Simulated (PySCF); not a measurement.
Open-shell species derived from `[SiH3]C1C=C[SiH2]1`. All by UKS B3LYP (pcH-1 on C H Si) in PySCF, non-relativistic with spin–orbit coupling as a perturbation, on GFN2-xTB geometries; isolated species, one conformer each; SCF stability not tested. Couplings are magnitudes for isotopes of over 50 % abundance, averaged over nuclei equivalent by connectivity (but not across a short bond from an atom whose three angles sum to over 350°); populations are Mulliken's. The geometries weren't refined by DFT: couplings that depend on bond lengths, twists or pyramidal angles can differ widely from those at the functional's own minimum, by a factor of two or more for some ions and for spin on atoms past the first row.

| species | change | ⟨S²⟩ | g1 | g2 | g3 | largest spin population on | largest couplings |
| --- | --- | --- | --- | --- | --- | --- | --- |
| [SiH3][C]1C=C[SiH2]1 | H removed from sp3 C | 0.773 | 2.0021 | 2.0028 | 2.0031 | carbon bonded to C and 2 Si (0.67) | 1 × 1H 39 MHz, 3 × 1H 30 MHz, 1 × 1H 10 MHz, 2 × 1H 2 MHz |
| [SiH3][C@@H]1C=[C][SiH2]1 | H removed from sp2 C | 0.758 | 2.0012 | 2.0022 | 2.0044 | carbon bonded to C and Si (0.91) | 1 × 1H 34 MHz, 3 × 1H 3 MHz, 1 × 1H 2 MHz, 1 × 1H 2 MHz |
| [SiH3][C@H]1C=C[SiH]1 | H removed from Si | 0.754 | 2.0023 | 2.0025 | 2.0041 | silicon bonded to 2 C and H (0.86) | 1 × 1H 92 MHz, 1 × 1H 18 MHz, 3 × 1H 6 MHz, 1 × 1H 2 MHz |
| [SiH3][C@H]1[C]=C[SiH2]1 | H removed from sp2 C | 0.756 | 2.0000 | 2.0015 | 2.0021 | carbon bonded to 2 C (0.83) | 1 × 1H 53 MHz, 1 × 1H 40 MHz, 1 × 1H 39 MHz, 1 × 1H 3 MHz |

(1) Predict the same entries for `[SiH3][C@H]1C[CH][SiH2]1` [radical] (H added to sp2 C).

(2) Which has the highest and which the lowest g_iso, and which the widest g anisotropy?

(3) How many first-order lines does each doublet give under fast tumbling, over what width, and where is its centre at 9.5 GHz?

Answers

(1) ⟨S²⟩: 0.754; g1: 2.0022; g2: 2.0027; g3: 2.0031; largest spin population on: carbon bonded to C, Si and H (0.99); largest couplings: 1 × 1H 125 MHz, 1 × 1H 123 MHz, 1 × 1H 56 MHz, 1 × 1H 56 MHz, and 2 smaller. Largest spin populations (Mulliken): C4 (+0.99) and C3 (-0.09). C4 is the only atom above +0.15. The positive populations add up to 1.16 and the negative ones to -0.16, together 2S = 1. The angles at C4 add up to 359.8°, so it is planar; its axial dipolar tensor and the negative coupling of its proton fit spin in a p orbital normal to that plane. (Numbering: [SiH3:1][C@H:2]1[CH2:3][CH:4][SiH2:5]1 (hydrogens: H6, H7, H8 on Si1; H9 on C2; H10, H11 on C3; H12 on C4; H13, H14 on Si5).)

(2) Highest: [SiH3][C@H]1C=C[SiH]1 (2.0030, largest spin population on silicon bonded to 2 C and H). Lowest: [SiH3][C@H]1[C]=C[SiH2]1 (2.0012, largest spin population on carbon bonded to 2 C). Widest: [SiH3][C@@H]1C=[C][SiH2]1, g3 − g1 = 0.0032, which alone would spread the powder pattern at 94 GHz over 5.4 mT.

(3) 
```tsv
species	lines	width (mT)	centre (mT)
[SiH3][C@H]1C[CH][SiH2]1	64	14.9	338.93
[SiH3][C]1C=C[SiH2]1	48	5.1	338.93
[SiH3][C@@H]1C=[C][SiH2]1	32	1.8	338.93
[SiH3][C@H]1C=C[SiH]1	32	4.6	338.88
[SiH3][C@H]1[C]=C[SiH2]1	16	4.8	339.17
```

Splittings under 0.05 mT aren't counted.

Means can hide wide spreads in the frozen geometry: [SiH3][C]1C=C[SiH2]1, 3 × 1H from -1 to 46 MHz (mean 30); [SiH3][C@H]1C=C[SiH]1, 3 × 1H from 0 to 12 MHz (mean 6).
